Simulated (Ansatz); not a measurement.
Gas-phase electronic energies from Ansatz, PBE0-D4/def2-TZVP geometries. CBS: MP2 limit from def2 TZ/QZ plus the TZ coupled-cluster correction, frozen cores. DFT in def2-TZVPP. B3LYP here is the variant with VWN-RPA as its local correlation; programs differ in this. One conformer a species, not always the lowest.

Reaction (formal exchange of groups at the Al–C bond): `CC[CH](O)[AlH2]` + `N[SiH2]SS` → `N[SiH2][S][AlH2]` + `CCC(O)S`

```
             level  ΔE (kJ/mol)
            PBE-D4       -152.6
         r2SCAN-D4       -166.0
          B3LYP-D4       -152.9
    MP2/def2-TZVPP       -173.2
     HF/def2-QZVPP       -169.1
SCS-MP2/def2-QZVPP       -166.8
     MP2/CBS(def2)       -170.1
    CCSD/CBS(def2)       -163.9
```

What does CCSD(T)/CBS give? (Estimate.)

The calculation gave: -164.4 kJ/mol. The listed levels differ from it by 11.8, -1.6, 11.5, -8.8, -4.7, -2.4, -5.7, 0.5 kJ/mol.

Largest T1 diagnostic among the species: 0.012.

From PBE to PBE0 (25 % exact exchange), in def2-TZVPP and without D4, ΔE moves by −7.7 kJ/mol.
